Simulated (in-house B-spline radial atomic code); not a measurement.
The numbers below are computed, except where a source is named.
**Weak and strong correlation along the adiabatic connection**

Two-electron singlets in several external potentials (atomic units), by full CI in B-splines with partial waves to l = 8 (correlation energies up to 0.6 % small). The repulsion is scaled by λ at fixed density; W(λ) is the mean repulsion less the Hartree energy, W(0) = E_x, and the area under W from 0 to 1 is E_xc.

Relative drop (W(λ) − E_x)/E_x:

```
                            system  λ = 0.12  λ = 0.25  λ = 0.4  λ = 0.6  λ = 0.8   λ = 1
−Z exp(−kr)/r, Z = 1.58, k = 0.277    0.0166    0.0332   0.0507   0.0717   0.0903  0.1070
   ω²r²/2 − Z/r, ω = 1.38, Z = 1.5    0.0089    0.0181   0.0282   0.0408   0.0526  0.0636
 −Z exp(−kr)/r, Z = 4.17, k = 1.65    0.0057    0.0117   0.0184   0.0270   0.0352  0.0431
−Z/r, Z = 4.44, wall at 0.401 bohr    0.0023    0.0048   0.0076   0.0114   0.0150  0.0186
−V exp(−r²/w²), V = 2.65, w = 13.3    0.0397    0.0748   0.1074   0.1413   0.1674  0.1882
  ω²r²/2 − Z/r, ω = 0.253, Z = 0.5    0.0242    0.0473   0.0706   0.0969   0.1191  0.1380
   ω²r²/2 − Z/r, ω = 0.0163, Z = 1    0.0343    0.0656   0.0959   0.1287   0.1551  0.1768
```

(1) Order the systems by how far second-order (GL2) theory, half the initial slope (estimated from the first points of each curve), overshoots the correlation energy, least first.
A. −V exp(−r²/w²), V = 2.65, w = 13.3
B. −Z exp(−kr)/r, Z = 1.58, k = 0.277
C. ω²r²/2 − Z/r, ω = 0.253, Z = 0.5
D. ω²r²/2 − Z/r, ω = 1.38, Z = 1.5
E. ω²r²/2 − Z/r, ω = 0.0163, Z = 1
F. −Z exp(−kr)/r, Z = 4.17, k = 1.65
G. −Z/r, Z = 4.44, wall at 0.401 bohr

(2) What else changes along this order?

Results:

(1) G (GL2/E_c = 1.03), F (GL2/E_c = 1.08), D (GL2/E_c = 1.13), B (GL2/E_c = 1.22), C (GL2/E_c = 1.36), E (GL2/E_c = 1.47), A (GL2/E_c = 1.58).

(2) The ratio follows the bend of the curve. With it the leading natural occupation goes from 1.999 to 1.876 and −T_c/E_c from 0.97 to 0.63 between the first and the last.
